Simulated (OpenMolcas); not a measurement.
Mo2+: effect of the basis set

```json
{
 "Program": "OpenMolcas 26.06",
 "Method": "SS-RASPT2, IPEA 0.25 Eh, imaginary shift 0.1 Eh (closed shells correlated: 4s)",
 "Active space": "10 electrons in 8 orbitals (RAS1 4p, at most 2 holes; RAS2 4d)",
 "State averaging": "2S+1 = 5 even, 5 roots; 2S+1 = 3 even, 45 roots; 2S+1 = 1 even, 50 roots",
 "Spin-orbit coupling": "RASSI with atomic mean-field integrals over the reference wave functions, term energies averaged over their components"
}
```

A. ANO-R2 [7s5p4d2f1g], X2C, finite nucleus; CASPT2 step roughly 100 core-seconds
B. ANO-RCC-VTZP [7s6p4d2f1g], DKH2, point nucleus; CASPT2 step roughly 60 core-seconds
C. ANO-RCC-VQZP [8s7p5d3f2g1h], DKH2, point nucleus; CASPT2 step of the order of 2.1 core-minutes

Energies in eV above 4d⁴ ⁵D₀, the measured ground level; measured values from Sugar and Musgrove, J. Phys. Chem. Ref. Data 17, 155 (1988).

| Level | A | B | C | Measured |
| --- | --- | --- | --- | --- |
| 4d⁴ ⁵D₀ | 0.0000 | 0.0000 | 0.0000 | 0.0000 |
| 4d⁴ ⁵D₁ | 0.0310 | 0.0304 | 0.0310 | 0.0300 |
| 4d⁴ ⁵D₂ | 0.0858 | 0.0845 | 0.0858 | 0.0829 |
| 4d⁴ ⁵D₃ | 0.1574 | 0.1554 | 0.1569 | 0.1518 |
| 4d⁴ ⁵D₄ | 0.2409 | 0.2382 | 0.2397 | 0.2321 |
| 4d⁴ ³P₀(1) | 1.529 | 1.557 | 1.498 | 1.3823 |
| 4d⁴ ³H₄ | 1.685 | 1.709 | 1.631 | 1.5721 |
| 4d⁴ ³P₁(1) | 1.691 | 1.719 | 1.661 | 1.5511 |
| 4d⁴ ³H₅ | 1.757 | 1.780 | 1.703 | 1.6460 |
| 4d⁴ ³H₆ | 1.821 | 1.844 | 1.766 | 1.7124 |
| 4d⁴ ³F₃(1) [74 %] | 1.884 | 1.909 | 1.839 | 1.7294 |
| 4d⁴ ³F₂(1) | 1.890 | 1.916 | 1.846 | 1.7269 |
| 4d⁴ ³F₄(1) | 1.927 | 1.952 | 1.882 | 1.7725 |
| 4d⁴ ³P₂(1) | 1.933 | 1.959 | 1.902 | 1.7801 |
| 4d⁴ ³G₃ [74 %] | 2.124 | 2.147 | 2.078 | 1.9678 |
| 4d⁴ ³G₄ | 2.175 | 2.197 | 2.128 | 2.0188 |
| 4d⁴ ³G₅ | 2.220 | 2.241 | 2.173 | 2.0723 |
| 4d⁴ ¹I₆ | 2.582 | 2.617 | 2.508 | 2.5157 |
| 4d⁴ ³D₃ | 2.589 | 2.619 | 2.556 | 2.4162 |
| 4d⁴ ³D₂ | 2.600 | 2.630 | 2.566 | 2.4272 |
| 4d⁴ ³D₁ | 2.642 | 2.671 | 2.610 |  |
| 4d⁴ ¹G₄(1) | 2.747 | 2.777 | 2.691 | 2.5555 |
| 4d⁴ ¹S₀(1) | 3.053 | 3.084 | 3.012 | 2.8504 |
| 4d⁴ ¹D₂(1) | 3.085 | 3.131 | 3.033 | 2.8276 |

Deviations, from unrounded energies. A percentage is the sum of absolute deviations over the sum of measured energies, with the sign that they share, or ± where signs differ.

```json
{"Against measurement": "mean absolute deviation (cm-1)", "Levels": "22", "A": "1000", "B": "1200", "C": "730"}
{"Against measurement": "fine structure of the ground term (%)", "Levels": "4", "A": "+3.7", "B": "+2.4", "C": "+3.4"}
{"Against measurement": "other terms of the ground configuration (%)", "Levels": "18", "A": "+7.6", "B": "+8.9", "C": "±5.4"}
```

C lies closest to measurement on these levels and B furthest from it. The largest miss of C in the table is 4d⁴ ¹D₂(1), by +1700 cm-1. The ranking rests on the paired levels alone, and a cruder setting can come out closer through cancelling errors.

Among A to C the level of the table that moves most is 4d⁴ ¹I₆, by 880 cm-1 (lowest in C, highest in B). Moves below CASPT2's spread within the term are not significant.

Term energies are means over components that CASPT2 splits; among the terms shown or strongly mixed into the levels shown the widest spread is 210 cm-1 (4d⁴ ¹G(1), C). Active for correlation alone: 4p; no level in the range computed is led by a configuration that opens it, so any true level of that kind is missing. The CASPT2 spread within a term exceeds the gap to the next term for 4d⁴ ¹S(1) and 4d⁴ ¹D(1), so the order of their levels is uncertain (holds for C). Measured partners are found by configuration, term and J. A level has none where our copy of the source lacks it or the pairing is in doubt (some pairs that miss far off the trend of their configuration count as doubtful), and it then counts in no deviation. Levels of configurations outside the active space are missing. The table leaves out levels that lie high or whose names do not pair safely across all columns.

A share in square brackets marks a mixed level and gives the weight of the term that names it, the lowest over the columns. A number in round brackets counts repeated terms of one configuration in the order of the reference energies.
